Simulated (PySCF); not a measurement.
Molecule: H3FSeSi, SMILES F[SiH2][SeH]. Atoms near the plane z = 0.0 Å, at the CAM-B3LYP/def2-SVP optimised geometry (x, y, z in Å): F1 (1.8, -0.7, 0.0), Si2 (0.2, -0.7, 0.0), Se3 (-0.4, 1.4, 0.0), H6 (-1.8, 1.1, 0.0).

Calculation: CAM-B3LYP/def2-TZVP (PySCF). Cells within 0.4 Å of a nucleus heavier than hydrogen are left out (blank, or x). The values are rescaled to run from 0 to 1.

```
|555555555555555555555555555|
|555555555555555555555555555|
|555555555555555555555555555|
|555555555555555555555555555|
|555555555555555555555555555|
|555555555555555555555555555|
|555555555557955555555555555|
|555555555599995555555555555|
|55555554459xx99555555555555|
|55555550249xx98555555555555|
|555555503489995555555555555|
|555555555555545555555555555|
|555555555555444555555555555|
|555555555555455555676555555|
|555555555555799956758755555|
|5555555555559xx966xxx855555|
|5555555555559xx966xxx855555|
|555555555555699956878655555|
|555555555555555555666555555|
|555555555555555555555555555|
|555555555555555555555555555|
|555555555555555555555555555|
|555555555555555555555555555|
|555555555555555555555555555|
|555555555555555555555555555|
|555555555555555555555555555|
|555555555555555555555555555|
```
Scale: ten equal steps from 0.000 (start of '0') to 1.00 (end of '9'), in the order '0123456789'; x runs from -4.00 to 4.00, y from -4.00 (bottom) to 4.00 (top).

**Question.** Which quantity is mapped?
(A) Laplacian of the electron density
(B) an orbital amplitude
(C) log10 of the electron density
(D) deformation density (molecule minus spherical neutral atoms)

**Answer.** A, Laplacian of the electron density. In full: Laplacian of the electron density (e/bohr⁵), clipped to [-1.50, 1.50].
